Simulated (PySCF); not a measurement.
A PySCF script (with the pyscf-properties extension) for the NMR shieldings of `FC[C@H]([SiH2]CCl)C(Cl)Cl`, C4H8Cl3FSi, on a GFN2-xTB geometry:

```python
import basis_set_exchange as bse
import numpy as np
from pyscf import gto, dft
from pyscf.prop import nmr

atoms = """
F    -1.977812   -1.925656   -0.152690
C    -1.961384   -0.620907    0.278263
C    -0.747246    0.085429   -0.310391
Si    0.766848   -1.091853   -0.139442
C     2.360206   -0.052243   -0.326764
Cl    2.235378    0.901257   -1.833527
C    -0.505589    1.420862    0.341770
Cl   -1.966850    2.453809    0.331377
Cl    0.023535    1.206356    2.026003
H    -2.907768   -0.170611   -0.035401
H    -1.907573   -0.654251    1.370272
H    -0.939193    0.270470   -1.371262
H     0.695822   -2.041802   -1.247037
H     0.778397   -1.728270    1.176003
H     2.532344    0.653085    0.481506
H     3.240263   -0.680038   -0.427532
H     0.273622    1.986394   -0.171059
"""
names = dict.fromkeys(["F", "C", "Si", "Cl", "H"], "pcSseg-1")
basis = {el: gto.basis.parse(bse.get_basis(n, elements=[el], fmt="nwchem")) for el, n in names.items()}
mol = gto.M(atom=atoms, basis=basis, charge=0, verbose=0)
mf = dft.RKS(mol, xc="PBE0")
mf.grids.level = 2
mf.grids.alignment = dft.numint.BLKSIZE   # the property module wants whole blocks of grid points
mf.conv_tol = 1e-9
mf.kernel()

calc = nmr.RKS(mf)   # GIAO
C = mf.mo_coeff
Co = C[:, mf.mo_occ > 0]
resp = mf.gen_response(singlet=True, hermi=2)
def vind(x):   # induced exchange potential for any number of trial vectors
    d = np.einsum("pi,xij,qj->xpq", C, 2 * x.reshape(-1, C.shape[1], Co.shape[1]), Co, optimize=True)
    return np.einsum("xpq,pi,qj->xij", resp(d - d.transpose(0, 2, 1)), C, Co, optimize=True).ravel()
mo1, _ = nmr.rhf.solve_mo1(calc, with_cphf=vind)
sigma = calc.kernel(mo1)
for i, s in enumerate(sigma):   # ppm
    print("%2d %-2s %9.2f" % (i, mol.atom_pure_symbol(i), np.trace(s) / 3))
```

Problem. What does it print?

Solution. 
```
 0 F     435.50
 1 C     101.64
 2 C     146.43
 3 Si    385.09
 4 C     157.24
 5 Cl    925.23
 6 C     100.90
 7 Cl    669.03
 8 Cl    692.29
 9 H      26.10
10 H      26.44
11 H      28.89
12 H      27.46
13 H      27.33
14 H      28.38
15 H      28.64
16 H      25.14
```

These numbers come from an equivalent density-fitted implementation of the same equations, which agrees with the script to about 0.01 ppm for H and up to a few tenths of a ppm for heavy atoms, so last digits may differ.

Problem. Turn these shieldings into chemical shifts. Scale: $^{19}$F (σ = 170.95 ppm) against CFCl3; TMS for $^{13}$C (σ = 186.93 ppm), $^{29}$Si (σ = 349.16 ppm), $^{1}$H (σ = 31.72 ppm); $^{35}$Cl (σ = 949.78 ppm) vs HCl (reference shieldings calculated alike).

Solution. Averaging equivalent atoms: F 0: -264.6; C 6: 86.0; C 1: 85.3; C 2: 40.5; C 4: 29.7; Si 3: -35.9; Cl 7: 281; Cl 8: 257; Cl 5: 25; H 16: 6.58; H 9: 5.62; H 10: 5.28; H 13: 4.39; H 12: 4.25; H 14: 3.33; H 15: 3.08; H 11: 2.83 ppm. Unscaled 19F shifts against computed CFCl3 carry errors that often reach 10 to 50 ppm.

Size and cost of the density-fitted run: 221 basis functions, 76 s wall time on 1 thread of an Arm Neoverse V1, shared host; peak memory 1.1 GiB.
